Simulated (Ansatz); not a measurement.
Consider the formal exchange of groups at the Si–Al bond: `[SiH3][Al]1[O][SiH2]1` + `F[SiH2]P` → `F[SiH]([SiH3])P` + `[O]1[AlH][SiH2]1`.

Program: Ansatz. Geometries: PBE0-D4/def2-TZVP. ΔE: electronic, gas phase. CCSD(T)/CBS adds triple-zeta CCSD(T) − MP2 to the extrapolated MP2 energy (def2 sets, frozen cores). Functionals use def2-TZVPP. Each species was taken in one conformer, which may not be the lowest.

| level | ΔE (eV) |
| --- | --- |
| LDA (SPW92) | 0.16 |
| PBE-D4 | 0.16 |
| BLYP-D4 | 0.13 |
| CAM-B3LYP-D4 | 0.14 |
| PBE | 0.19 |
| MP2/def2-TZVPP | 0.18 |
| MP2/def2-QZVPP | 0.16 |
| MP2/CBS(def2) | 0.15 |

What does CCSD(T)/CBS give? (Best estimate.)

Computed: +0.17 eV. The listed levels differ from it by -0.01, -0.01, -0.04, -0.03, 0.02, 0.01, -0.01, -0.02 eV.

Largest T1 diagnostic among the species: 0.016.

The D4 term adds −0.06 eV with B3LYP and −0.03 eV with PBE0; it sums over pairs of atoms, weighted by their polarisabilities, and B3LYP, whose exchange is more repulsive, gets the larger term. At CCSD(T), def2-SVP lies +0.06 eV from the extrapolated value and def2-TZVPP +0.03 eV. Leaving LDA and LC-ωPBE aside and taking each functional with its dispersion term where it has one, the values, not all of them listed here, spread over 0.14 eV, from B97M-V to B2PLYP. LDA lies −0.03 eV from PBE without D4.

B3LYP here is the variant with VWN-RPA as its local correlation; programs differ in this.
